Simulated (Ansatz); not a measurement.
One change: `[CH3][GeH]([F])[GeH3]` becomes `[F][GeH2][GeH3]`.

Ansatz, PBE0-D4/def2-TZVP geometries, multiplicity 1. 

Scalar relativity is left out up to krypton.

| property | `[CH3][GeH]([F])[GeH3]` |
| --- | --- |
| size of the dipole moment (B3LYP/def2-TZVPP) / D | 2.32 |
| LUMO energy (PBE/def2-TZVPP) / eV | -0.96 |
| LUMO energy (PBE0/def2-TZVPP) / eV | -0.12 |
| HOMO energy (PBE0/def2-TZVPP) / eV | -8.05 |
| HOMO–LUMO gap (ωB97M-V/def2-TZVPP) / eV | 11.81 |
| size of the dipole moment (ωB97M-V/def2-TZVPP) / D | 2.31 |

Problem. What does the change do to each property? (Estimate.)

Solution. Ansatz gave: 
```json
{"property": "size of the dipole moment (B3LYP/def2-TZVPP) / D", "`[F][GeH2][GeH3]`": "2.15", "shift": "-0.17"}
{"property": "LUMO energy (PBE/def2-TZVPP) / eV", "`[F][GeH2][GeH3]`": "-1.34", "shift": "-0.38"}
{"property": "LUMO energy (PBE0/def2-TZVPP) / eV", "`[F][GeH2][GeH3]`": "-0.50", "shift": "-0.38"}
{"property": "HOMO energy (PBE0/def2-TZVPP) / eV", "`[F][GeH2][GeH3]`": "-8.36", "shift": "-0.31"}
{"property": "HOMO–LUMO gap (ωB97M-V/def2-TZVPP) / eV", "`[F][GeH2][GeH3]`": "11.77", "shift": "-0.04"}
{"property": "size of the dipole moment (ωB97M-V/def2-TZVPP) / D", "`[F][GeH2][GeH3]`": "2.16", "shift": "-0.15"}
```

With PBE0 the HOMO falls by 0.31 eV and the LUMO falls by 0.38 eV, so the gap narrows by about 0.07 eV. PBE moves the HOMO by -0.29 eV and ωB97M-V by -0.32 eV. Dipoles are sizes alone; their direction can turn.

B3LYP here is the variant with VWN-RPA as its local correlation; programs differ in this.
